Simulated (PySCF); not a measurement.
# Fractional electron number in C⁺ (carbon, charge +1)

The 2p alpha orbital of [He] 2s2 2p1 is emptied in steps (occupation f), with all orbitals relaxed, ending at [He] 2s2. Computed with PySCF 2.14 in aug-cc-pVTZ, with the non-relativistic Hamiltonian (point nucleus). The exact energy is a straight line in f; departures are measured from the line between the end points of the same method.

| f | UHF (eV) | LDA (eV) | PBE (eV) | PBE0 (eV) | r2SCAN (eV) | LC-wPBE (eV) | BHandHLYP (eV) | wB97X (eV) | BLYP (eV) | B3LYP (eV) |
| --- | --- | --- | --- | --- | --- | --- | --- | --- | --- | --- |
| 1 | 0.000 | 0.000 | 0.000 | 0.000 | 0.000 | 0.000 | 0.000 | 0.000 | 0.000 | 0.000 |
| 0.75 | 0.129 | -1.315 | -1.300 | -0.946 | -1.187 | -0.387 | -0.601 | -0.431 | -1.310 | -1.026 |
| 0.5 | 0.167 | -1.765 | -1.739 | -1.261 | -1.571 | -0.512 | -0.798 | -0.569 | -1.749 | -1.368 |
| 0.25 | 0.122 | -1.328 | -1.303 | -0.943 | -1.167 | -0.378 | -0.593 | -0.416 | -1.307 | -1.021 |
| 0 | 0.000 | 0.000 | 0.000 | 0.000 | 0.000 | 0.000 | 0.000 | 0.000 | 0.000 | 0.000 |

| method | E(f=0) − E(f=1) (eV) | −ε at f=1 (eV) | −ε at f=0.5 (eV) |
| --- | --- | --- | --- |
| UHF | 24.150 | 24.858 | 24.132 |
| LDA | 24.751 | 17.796 | 24.717 |
| PBE | 24.832 | 17.945 | 24.820 |
| PBE0 | 24.815 | 19.784 | 24.822 |
| r2SCAN | 24.984 | 18.629 | 25.039 |
| LC-wPBE | 24.978 | 22.917 | 25.000 |
| BHandHLYP | 24.853 | 21.645 | 24.873 |
| wB97X | 24.644 | 22.336 | 24.682 |
| BLYP | 24.898 | 17.951 | 24.904 |
| B3LYP | 25.014 | 19.555 | 25.028 |

Orbital energy along the path (eV):

| f | UHF | LDA | PBE | PBE0 | r2SCAN | LC-wPBE | BHandHLYP | wB97X | BLYP | B3LYP |
| --- | --- | --- | --- | --- | --- | --- | --- | --- | --- | --- |
| 1 | -24.858 | -17.796 | -17.945 | -19.784 | -18.629 | -22.917 | -21.645 | -22.336 | -17.951 | -19.555 |
| 0.75 | -24.480 | -21.203 | -21.339 | -22.287 | -21.845 | -23.951 | -23.258 | -23.505 | -21.387 | -22.273 |
| 0.5 | -24.132 | -24.717 | -24.820 | -24.822 | -25.039 | -25.000 | -24.873 | -24.682 | -24.904 | -25.028 |
| 0.25 | -23.811 | -28.286 | -28.326 | -27.352 | -28.142 | -26.019 | -26.461 | -25.810 | -28.421 | -27.769 |
| 0 | -23.513 | -31.819 | -31.730 | -29.791 | -31.134 | -26.938 | -27.973 | -26.752 | -31.783 | -30.391 |

Reference removal energy between the ground levels: 24.383 eV (measured; NIST Atomic Spectra Database, ionization energies). The calculation has no spin-orbit coupling. UHF lacks correlation.
